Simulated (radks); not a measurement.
Spin polarisation of the 4f6 shell in the europium ion Eu3+. Start: [Xe] 4f(up 3, down 3); electrons of 4f are moved from spin down to spin up, other shells keep equal spins. Method: scalar-relativistic Kohn-Sham, PBE, spin-polarised, spherical densities, finite nucleus; Fermi nuclear charge, rms radius of each element as measured or else 0.836 A^(1/3) + 0.57 fm; computed with a radial shooting solver on a logarithmic mesh with Libxc functionals.

| moment (Bohr magnetons) | E - E(0) (eV) | e(4f up) (eV) | e(4f down) (eV) | 5p down minus up (eV) | 5s down minus up (eV) | 4d down minus up (eV) |
|---|---|---|---|---|---|---|
| 0 | 0.000 | -33.099 | -33.099 | 0.000 | 0.000 | 0.000 |
| 1 | -0.191 | -33.464 | -32.700 | 0.331 | 0.447 | 0.856 |
| 2 | -0.765 | -33.796 | -32.268 | 0.664 | 0.895 | 1.711 |
| 3 | -1.720 | -34.093 | -31.802 | 0.998 | 1.345 | 2.566 |
| 4 | -3.057 | -34.355 | -31.301 | 1.334 | 1.798 | 3.421 |
| 5 | -4.776 | -34.581 | -30.765 | 1.674 | 2.256 | 4.276 |
| 6 | -6.876 | -34.769 | -30.192 | 2.018 | 2.718 | 5.130 |

At moment 6 the spin-polarisation energy is -6.876 eV and the 4f exchange splitting 4.577 eV, that is 0.763 eV per Bohr magneton; E = -I m^2/4 would give I = 0.764 eV.
